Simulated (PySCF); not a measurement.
# Zr (zirconium, neutral): UHF calculation

Configuration: [Kr] 4d2 5s1 6s1, high-spin 5F determinant (an excited configuration). All numbers are calculated (PySCF 2.14, a scalar-relativistic core potential, in aug-cc-pVTZ-PP with one added diffuse shell each of s, p, d, f, g type with ECP28MDF (7s7p6d4f3g, 113 functions)).

```json
{"Total energy": "-46.192346 hartree", "One-electron energy": "-76.0645 hartree", "Hartree (Coulomb) energy": "35.1605 hartree", "Exchange energy": "-5.2883 hartree", "⟨S²⟩": "6.0056", "⟨L²⟩": "12.063", "Sum of ⟨r⟩": "28.79 bohr", "Sum of ⟨r²⟩": "155.5 bohr²"}
```

```
shell  electrons  mean orbital energy (eV)  rms radius, mean of both spins (bohr)
 4s α          1                   -72.702                                   1.31
 4s β          1                   -70.263                                   1.31
 4p α          3                   -45.672                                   1.48
 4p β          3                   -42.527                                   1.48
 4d α          2                   -12.430                                   2.29
 5s α          1                    -9.571                                   3.73
 6s α          1                    -2.102                                   10.7
```

Energies and moments cover only the electrons outside the core potential. The outer electron is Rydberg-like, and this basis confines it to a smaller radius and binds it less than a complete one would.
